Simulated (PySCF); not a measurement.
# Excited states of Ti(4+) (titanium, charge +4)

Ground state [Ar], ¹S. Calculation: PySCF 2.14, in x2c-TZVPall with one added diffuse shell each of s, p, d type (7s6p5d1f, 57 functions); scalar relativity by spin-free X2C-1e. Vertical excitation energies in eV without spin-orbit coupling; excited terms of each kind are numbered among those the solver found. Frozen: [Ne].

```
 term  leading excitation  EOM-EE-CCSD
1 3P°              3p → d       34.545
1 3F°              3p → d       36.319
1 1D°              3p → d       38.768
1 3D°              3p → d       38.877
1 1F°              3p → d       39.144
1 1P°              3p → d       50.177
 1 3S              3p → p       59.458
 1 3D              3p → p       60.547
 1 1D              3p → p       60.939
 1 1P              3p → p       61.291
 1 3P              3p → p       61.347
 1 1S              3p → p       63.598
```

The solver can miss terms.
